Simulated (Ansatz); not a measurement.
Spectroscopic constants of Be2-, multiplicity 4 (an upper state: multiplicity 2 came lower at CCSD(T)/def2-TZVPP on PBE0 minima).

The constants come from a fifth-degree fit in 1/R (seven points, main isotopes). Runs in def2 and cc sets follow the lowest solution found near the PBE0 minimum.

Correlated levels freeze the inner cores; with def2 sets outer-core shells near the valence are correlated too.

Run with Ansatz (a first-principles code) with Gaussian orbitals. 

Problem. What bond length and harmonic frequency does PBE/def2-TZVPP give?

Solution. r_e = 1.969 Å, ω_e = 693 cm⁻¹.

Problem. What bond length and harmonic frequency does wB97X-V/def2-TZVPP give?

Solution. r_e = 2.034 Å, ω_e = 696 cm⁻¹.

Problem. What bond length and harmonic frequency does CCSD(T)/def2-TZVPP give?

Solution. r_e = 2.068 Å, ω_e = 648 cm⁻¹.
